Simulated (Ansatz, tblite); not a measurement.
Adding an electron: Ga2H2⁺. Total charge 1; doublet. Geometry: PBE-D4/def2-TZVP. Ansatz, gas phase; energy differences of separate SCF runs; the reduced species is a singlet (the triplet lies 0.21 eV higher at PBE0-D4/def2-TZVP).

```xyz
4

Ga    1.152    0.049   -0.566
Ga   -1.155   -0.053    0.564
H    -2.492    0.768    0.781
H     2.494   -0.764   -0.778
```

The xTB rows come from tblite. The structure comes from a short search, and lower isomers may exist.

```csv
level,−HOMO (eV),−LUMO (eV),vertical EA (eV),HOMO–LUMO gap (eV),remarks
GFN1-xTB,–,–,11.47,–,–
PBE-D4/def2-TZVP,10.34,9.41,6.81,0.93,"restricted singlet, untested (singlet)"
r2SCAN-D4/def2-TZVP,10.66,9.01,6.75,1.66,"restricted singlet, untested (singlet)"
```

(1) Estimate the rows for GFN2-xTB, PBE0-D4/def2-TZVP.

## Answers

(1) 
```
            level  −HOMO (eV)  −LUMO (eV)  vertical EA (eV)  HOMO–LUMO gap (eV)                                 remarks
         GFN2-xTB           –           –             11.54                   –                                       –
PBE0-D4/def2-TZVP       11.13        8.51              6.71                2.62  restricted singlet, untested (singlet)
```

  HOMO and LUMO are the levels of the spin that leaves or enters (xTB has no such levels and no spin-polarisation term). Other spin states of the ions may lie lower, which would lower the ionisation energy or raise the affinity. Raw xTB energy differences between charge states are shifted by several eV; the methods need an empirical correction for them.
